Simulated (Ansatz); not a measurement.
OsBr, multiplicity 6 (lowest of 2S+1 = 2, 4, 6 at CCSD(T)/def2-TZVPP on PBE0 minima; our sources give no spin for the ground state, which may be another), most abundant isotopes (191.9615 and 78.9183 u). Constants from fifth-degree fits in 1/R to seven points on the lowest solution found; no spin–orbit coupling, no relativity up to Kr; ω_e x_e and α_e move by some per cent with the fit.

Correlated levels freeze the inner cores; with def2 sets outer-core shells near the valence are correlated too.

Codes used: Ansatz (a program for electronic structure) with Gaussian orbitals.  In def2 rows elements past Kr take small-core potentials, without spin–orbit coupling.

```json
[
 {"level": "PBE/def2-TZVPP", "r_e (Å)": "2.4591", "ω_e (cm⁻¹)": "221.8", "ω_e x_e (cm⁻¹)": "0.541", "α_e (cm⁻¹)": "0.000167"},
 {"level": "CCSD(T)/def2-TZVPP", "r_e (Å)": "2.4204", "ω_e (cm⁻¹)": "244.4", "ω_e x_e (cm⁻¹)": "0.561", "α_e (cm⁻¹)": "0.000161"}
]
```

Q: Derive the rotational constants, the centrifugal constant, the fundamental, the zero-point energy and the force constant.

A: 
μ = 55.92621 u.
- PBE/def2-TZVPP: B_e = 16.8576/(μ r_e²) = 0.049845 cm⁻¹; B₀ = B_e − α_e/2 = 0.049761 cm⁻¹; D = 4B_e³/ω_e² = 1.01e-08 cm⁻¹; fundamental ω_e − 2ω_e x_e = 221 cm⁻¹; zero-point energy ω_e/2 − ω_e x_e/4 = 111 cm⁻¹; k = μ(2πcω_e)² = 162 N/m
- CCSD(T)/def2-TZVPP: B_e = 16.8576/(μ r_e²) = 0.051454 cm⁻¹; B₀ = B_e − α_e/2 = 0.051374 cm⁻¹; D = 4B_e³/ω_e² = 9.12e-09 cm⁻¹; fundamental ω_e − 2ω_e x_e = 243 cm⁻¹; zero-point energy ω_e/2 − ω_e x_e/4 = 122 cm⁻¹; k = μ(2πcω_e)² = 197 N/m
